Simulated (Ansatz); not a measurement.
Basis sets compared for CuSi₄⁺. Charge 1, multiplicity 1. Geometry PBE-D4/def2-SVP. Ansatz on 4 threads of Arm Neoverse V2 on a shared host; times are rough, and most runs start from earlier orbitals.

```csv
atom,x (Å),y (Å),z (Å)
Cu1,2.268,-0.762,-0.109
Si2,0.544,-0.791,1.473
Si3,-1.442,0.181,0.801
Si4,0.323,0.192,-0.777
Si5,-1.694,1.180,-1.387
```

The restricted singlet is unstable towards broken spin symmetry in Hartree–Fock (as tested in another run); at PBE-D4/def2-SVP, PBE-D4/def2-TZVP, PBE0-D4/def2-SVP, PBE0-D4/def2-TZVP this wasn't settled. No other spin state of charge 1 was run. The structure comes from a short search, and lower isomers may exist.

```tsv
level	functions	energy (Eh)	HOMO (eV)	LUMO (eV)	wall time
PBE-D4/def2-SVP	103	-2796.7876	-10.14	-8.89	1.3 s
PBE0-D4/def2-SVP	103	-2796.8747	-11.04	-8.23	1.9 s
```

Task: Estimate the rows for PBE-D4/def2-TZVP (with forces), PBE0-D4/def2-TZVP.

Result: 
| level | functions | energy (Eh) | HOMO (eV) | LUMO (eV) | wall time |
| --- | --- | --- | --- | --- | --- |
| PBE-D4/def2-TZVP (with forces) | 193 | -2797.4404 | -10.10 | -8.86 | 2.8 s |
| PBE0-D4/def2-TZVP | 193 | -2797.5160 | -10.96 | -8.17 | 4.7 s |
